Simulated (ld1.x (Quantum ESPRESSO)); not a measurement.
**Which change was made? (Os, ultrasoft)**

| Item | Value |
| --- | --- |
| Element | osmium |
| Generator | ld1.x (Quantum ESPRESSO) 7.5 |
| Type | ultrasoft |
| Functional | LDA (PZ) |
| Relativity | scalar-relativistic |
| Frozen core | [Kr] 4d10 4f14 |
| Valence charge | 16 |
| Reference configuration | 5s2 5p6 5d6 6s0 6p0 (charge +2) |
| Partial waves | 5s (bound): rcut 1.30, rcutus 1.35 bohr; 6s (bound, empty): rcut 1.30, rcutus 1.35 bohr; 5p (bound): rcut 2.25, rcutus 2.40 bohr; 6p (bound, empty): rcut 2.25, rcutus 2.40 bohr; 5d (bound): rcut 1.45, rcutus 1.70 bohr; 5d channel at -1.3 Ry: rcut 1.45, rcutus 1.70 bohr |
| Local potential | all-electron potential smoothed inside 1.10 bohr (lloc = -1) |
| Core correction | a·sin(br)/r model core inside 1.15 bohr |
| Augmentation charge | PSQ, inside the norm-conserving radii |

Cutoffs, loose and tight: the cutoffs (Ry, on a coarse ladder) from which the occupation-weighted sum of valence levels, in a spherical-Bessel basis at the reference potential, stays within 10 and 1 mRy of its value at 400 Ry. They do not see the model core or the augmentation charge, which bear on the density cutoff. Test errors are all-electron minus pseudo excitation energies from the reference, over the configurations 5s2 5p6 5d6 6s2 6p0; 5s2 5p6 5d6 6s1 6p0; 5s2 5p6 5d5 6s0 6p0; 5s2 5p6 5d6.5 6s1.5 6p0; 5s2 5p6 5d4 6s0 6p0; 5s1 5p6 5d6 6s2 6p0; 5s2 5p6 5d5 6s2 6p0 (two spin-polarised tests are not counted in the largest error); variants that change the core or the reference have their own tests. The largest error is taken over the tests solved by every variant that gives reliable tests at all, those not shown here included: 5s2 5p6 5d4 6s0 6p0; 5s2 5p6 5d5 6s0 6p0; 5s2 5p6 5d6 6s1 6p0; 5s2 5p6 5d6 6s2 6p0; 5s2 5p6 5d6.5 6s1.5 6p0.

The base gives: outcome: generated; cutoff, loose: 35 Ry; cutoff, tight: 60 Ry; bound ghosts: none; largest test error (meV): -40.

**Question.** After one change the result is: outcome: generated; cutoff, loose: 40 Ry; cutoff, tight: 70 Ry; bound ghosts: s; largest test error (meV): -31. Which change was it?
A. waves 5s (bound): rcut 1.30, rcutus 2.04 bohr; 6s (bound): rcut 1.30, rcutus 2.04 bohr
B. all radii but the core radius scaled by about 0.93 (s 1.26, p 2.24, d 1.58 bohr, rcut 1.22/2.10/1.36); local potential all-electron potential smoothed inside 1.02 bohr (lloc = -1)
C. waves 5d (bound): rcut 1.16, rcutus 1.22 bohr; 5d channel at -1.3 Ry: rcut 1.16, rcutus 1.22 bohr

**Answer.** B. The others give: waves 5s (bound): rcut 1.30, rcutus 2.04 bohr; 6s (bound): rcut 1.30, rcutus 2.04 bohr → outcome: generated, overlap not positive; bound ghosts: not determined (overlap not positive); largest test error (meV): test run stopped at test 1 of 9 (negative rho) | waves 5d (bound): rcut 1.16, rcutus 1.22 bohr; 5d channel at -1.3 Ry: rcut 1.16, rcutus 1.22 bohr → outcome: generated; cutoff, loose: 55 Ry; cutoff, tight: 90 Ry; bound ghosts: none; largest test error (meV): -55. A file whose overlap is not positive is unfit for use, and its test errors describe a broken file.
